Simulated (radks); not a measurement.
Spin polarisation of the 5d2 shell in Ta3+. Start: [Xe] 4f14 5d(up 1, down 1); electrons of 5d are moved from spin down to spin up, other shells keep equal spins. All-electron calculation, scalar-relativistic Kohn-Sham, r2SCAN, spin-polarised, spherical densities, finite nucleus; meta-GGA in the generalised Kohn-Sham scheme; Fermi nuclear charge, rms radius of each element as measured or else 0.836 A^(1/3) + 0.57 fm. Program: a radial shooting solver on a logarithmic mesh with Libxc functionals.

moment (Bohr magnetons)  E - E(0) (eV)  e(5d up) (eV)  e(5d down) (eV)  4f down minus up (eV)
0                                0.000        -28.839          -28.839                 0.000
0.5                             -0.070        -29.105          -28.547                  0.064
1                               -0.280        -29.350          -28.220                  0.127
1.5                             -0.638        -29.577          -27.836                  0.192
2                               -1.161        -29.793          -27.295                  0.259

At moment 2 the spin-polarisation energy is -1.161 eV and the 5d exchange splitting 2.499 eV, that is 1.249 eV per Bohr magneton; E = -I m^2/4 would give I = 1.161 eV.
